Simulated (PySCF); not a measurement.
Species: C₅H₈Cl₂Si.
Structure used (GFN2-xTB), in Å, numbered top down from 1:
```
atom  x, y, z in Å
C1     3.4076   -0.3767   -0.2690
C2     2.0157   -0.1905    0.0599
C3     0.8526   -0.0250    0.3342
Si4   -0.9306    0.1825    0.7388
C5    -1.5883    1.6900   -0.2376
Cl6   -3.2817    1.9986    0.2427
C7    -1.8903   -1.3537    0.1190
Cl8   -1.5032   -1.6390   -1.6015
H9     3.9454    0.5640   -0.1545
H10    3.5020   -0.7169   -1.2996
H11    3.8484   -1.1222    0.3921
H12   -1.1788    0.3590    2.1722
H13   -1.0320    2.5997   -0.0282
H14   -1.5908    1.5249   -1.3124
H15   -1.6151   -2.2586    0.6538
H16   -2.9683   -1.2270    0.1786
```

Method used: TDDFT B3LYP/def2-SVPD, vertical, gas phase, core orbitals frozen in the response in PySCF.

Transition dipole moments from the ground state, in atomic units and in the frame of the coordinates above (overall signs are arbitrary), for the states with f of 0.002 or more among the lowest 8:

| state | E (hartree) | μx | μy | μz |
| --- | --- | --- | --- | --- |
| S2 | 0.2202 | 0.405 | -0.149 | 0.142 |
| S3 | 0.2225 | 0.017 | -0.154 | -0.037 |
| S4 | 0.2364 | 0.515 | 0.078 | 0.143 |
| S5 | 0.2417 | -0.317 | 0.387 | 0.042 |
| S6 | 0.2469 | 0.016 | 0.294 | 0.059 |
| S7 | 0.2496 | 0.003 | 0.120 | -0.014 |
| S8 | 0.2515 | -0.182 | 0.018 | 0.130 |

(1) What oscillator strength does each state have?

(2) What angle do the transition dipoles of S4 and S6 make?

(3) How is the summed strength of these states shared among x, y and z?

(4) What peak molar absorption coefficient would the strongest computed level give as a lone Gaussian band 0.5 eV wide at half height?

Results:

(1) f = (2/3) ΔE |μ|² with ΔE in hartree (27.2114 eV).

```tsv
state	|μ|² (au)	|μ| (D)	f
S2	0.207	1.16	0.030
S3	0.025	0.41	0.004
S4	0.292	1.37	0.046
S5	0.252	1.27	0.041
S6	0.090	0.76	0.015
S7	0.015	0.31	0.002
S8	0.050	0.57	0.008
```

(2) |cos θ| = |μa·μb| / (|μa| |μb|) = 0.24, so θ ≈ 76° (taken between 0 and 90°, since the signs are arbitrary).

(3) (2/3) Σ ΔE μα² gives 0.088 for x, 0.049 for y and 0.010 for z, 0.146 in all.

(4) ε(max) = 2.175×10⁸ f / FWHM, with the width in cm⁻¹. S4: 2.175×10⁸ × 0.0460 / 4033 ≈ 2500 L mol⁻¹ cm⁻¹.

Time: 63 s wall; peak memory 1.0 GiB. Hardware: one thread of an Arm Neoverse V1, no GPU, shared host with 64 logical CPUs at a one-minute load of 25.

One conformer stands for the species.
